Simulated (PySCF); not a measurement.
**Electron correlation in Al (aluminium, neutral)**

[Ne] 3s1 3p2, high-spin 4P determinant (an excited configuration). Calculation: PySCF 2.14, in aug-cc-pV(Q+d)Z; no relativity, point nucleus. Frozen: [Ne]; 3 electrons correlated.

```json
{"level": "CCSD", "correlation energy (mhartree)": "-14.73"}
{"level": "(T)", "correlation energy (mhartree)": "-0.16"}
{"level": "CCSD(T)", "correlation energy (mhartree)": "-14.89"}
```

Diagnostics: T1 = 0.0042, D1 = 0.0094, largest double amplitude 0.059.

Task: Is a single reference adequate?

Result: Yes: T1 lies below 0.03 and no double amplitude reaches 0.07.
